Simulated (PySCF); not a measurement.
ITl (SMILES [I][Tl]), singlet, at a GFN2-xTB geometry (such geometries of metal compounds can be far from the true shape) (core potentials on I, Tl). Base run: M062X/def2-SVP (PySCF).

The PySCF input:
```python
from pyscf import gto, scf, dft

mol = gto.Mole()
mol.atom = '''
    Tl   -0.00000000   -0.00000000   -1.11644266
    I     0.00000000    0.00000000    1.70626142
'''
mol.basis = 'def2-svp'
mol.ecp = {'I': 'def2-svp', 'Tl': 'def2-svp'}
mol.verbose = 4
mol.build()

mf = dft.RKS(mol)
mf.xc = 'm062x'
mf.kernel()
```

Each row names what was changed in the base input (with any setting that the change needs).

```csv
change,E (Eh),HOMO (eV),HOMO-LUMO gap (eV),dipole (D),core-seconds (rough)
base,-470.10450,-7.73,6.52,4.93,4
functional = blyp; dispersion = d3bjm,-470.22979,-5.66,3.23,3.70,3
functional = b97-1,-470.28170,-6.63,4.71,4.25,3
functional = wb97m_v,-470.19694,-8.71,8.37,4.47,60
functional = wb97x_v,-470.24877,-8.80,8.64,4.65,60
functional = pbe,-470.32038,-5.86,3.37,3.88,3
functional = bhandhlyp,-470.12736,-7.62,6.33,4.48,3
functional = b97m_v,-470.27800,-6.05,3.59,4.15,50
"functional = lda,vwn",-469.65242,-6.05,3.32,3.74,2
functional = tpssh,-470.15432,-6.34,4.20,4.27,4
functional = camb3lyp,-470.26160,-7.93,6.83,4.36,7
functional = tpss,-470.13999,-5.93,3.55,4.12,4
functional = pw6b95,-470.56479,-6.87,5.02,4.27,3
```

Totals shift with the method and basis; they matter in differences.
